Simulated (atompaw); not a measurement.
What one change does to a pseudopotential (platinum (Pt), PAW (atompaw))

* Element: Pt
* Generator: atompaw 4.2.0.5
* Type: PAW
* Functional: PBE
* Relativity: scalar-relativistic
* Frozen core: [Xe] 4f14
* Valence charge: 10
* Reference configuration: 5d9 6s1 6p0
* Partial waves: 6s (bound): rc 2.85 bohr; 6s channel at 0.95 Ry: rc 2.85 bohr; 6p (bound, empty): rc 3.00 bohr; 6p channel at 0.5 Ry: rc 3.00 bohr; 5d (bound): rc 3.00 bohr; 5d channel at 1.85 Ry: rc 1.30 bohr
* Local potential: troulliermartins scheme with l = 3 at 0.5 Ry, radius 2.15 bohr
* Core correction: smooth core density matched at 2.50 bohr
* Augmentation charge: sinc compensation charge, radius 2.75 bohr; PAW radius 3.00 bohr; waves and projectors: custom rrkj vanderbiltortho

Change: all radii scaled by about 0.92 (s 2.62, p 2.76, d 2.76 bohr); local potential troulliermartins scheme with l = 3 at 0.5 Ry, radius 1.98 bohr; augmentation sinc compensation charge, radius 2.52 bohr; PAW radius 2.76 bohr; waves and projectors: custom rrkj vanderbiltortho; core correction smooth core density matched at 2.30 bohr.

Cutoffs: the cutoffs (Ry, on a coarse ladder) from which the occupation-weighted sum of valence levels, in a spherical-Bessel basis at the reference potential, stays within 10 and 1 mRy of its value at 400 Ry; they do not see the model core or the augmentation charge, which bear on the density cutoff.

What does the change do?

The potential gets harder (12 Ry and 18 Ry → 15 Ry and 21 Ry); the bound ghosts move from s to d, p, s. A smaller radius makes the pseudo-wave follow the all-electron one further in, where it bends more sharply, so more plane waves are needed.

| quantity | base | changed |
| --- | --- | --- |
| cutoff, loose | 12 Ry | 15 Ry |
| cutoff, tight | 18 Ry | 21 Ry |
| loose cutoff by channel (10 mRy a level) | s 6 Ry, d 8 Ry | s 6 Ry, d 10 Ry |
| bound ghosts | s | s, d, p |
| lowest overlap eigenvalue by channel | s 0.23, p 0.40, d 0.72 | s 0.23, p 0.42, d 0.60 |

 A true bound ghost makes a file unfit for plane-wave use even where its test errors are small: the radial tests pick states by their node count and pass the ghost by. The cutoffs see the waves, projectors and local potential, not the compensation charge or the core.
